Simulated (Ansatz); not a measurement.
`[NH2][GaH][Br]` + H₂O → `[OH][GaH][Br]` + NH₃ at 700 K and 1 bar (formal hydrolysis of a Ga–N bond).

Program: Ansatz. Geometries: PBE0-D4/def2-TZVP. ΔE: electronic, gas phase. CBS: MP2 limit from def2 TZ/QZ plus the TZ coupled-cluster correction, frozen cores. This one scheme is used for every species. For Br, Ga outer-core shells are correlated without core-valence functions, which leaves a few kJ/mol of doubt a bond. Scalar relativity is left out up to krypton. Each species was taken in one conformer, which may not be the lowest.

| species | CCSD(T)/CBS energy (Eh) | H − E (kJ/mol) | S (J/(mol·K)) |
| --- | --- | --- | --- |
| `[NH2][GaH][Br]` | -4553.84396 | 140.5 | 397.2 |
| H₂O | -76.37941 | 80.5 | 218.4 |
| `[OH][GaH][Br]` | -4573.71961 | 104.2 | 379.4 |
| NH₃ | -56.50880 | 116.9 | 226.5 |

H − E and S are ideal-gas, rigid-rotor, harmonic terms from PBE0-D4/def2-TZVP, for one conformer and one mirror image of each species. 1 Eh = 2625.50 kJ/mol, R = 8.31446 J/(mol·K).

**Question.** By hand: ΔE, ΔH, ΔS and ΔG.

**Answer.** ΔE = (-4573.71961) + (-56.50880) − (-4553.84396) − (-76.37941) = -0.00504 Eh = -13.2 kJ/mol. Δ(H − E) = 104.2 + 116.9 − 140.5 − 80.5 = 0.1, so ΔH = -13.1 kJ/mol. ΔS = 379.4 + 226.5 − 397.2 − 218.4 = -9.7 J/(mol·K). ΔG = -13.1 − 700 × (-9.7)/1000 = -6.3 kJ/mol.

**Question.** By hand: the equilibrium constant, and the temperature at which ΔG would vanish if ΔH and ΔS stayed fixed.

**Answer.** log₁₀ K = −ΔG/(RT ln 10) = 0.5. ΔG = 0 at ΔH/ΔS = 1351 K, though so small a ΔS makes that figure unsure.

TΔS isn't small against ΔH here. A doubt of 5 kJ/mol in ΔE shifts log₁₀ K by 0.4 here. Other conformers and mirror images would add mixing entropy, several J/(mol·K) or more a flexible species. These are equilibria of isolated gas molecules and say nothing of rates. Largest T1 diagnostic: 0.012 (customary marks: 0.02 for closed shells, 0.045 for open ones).
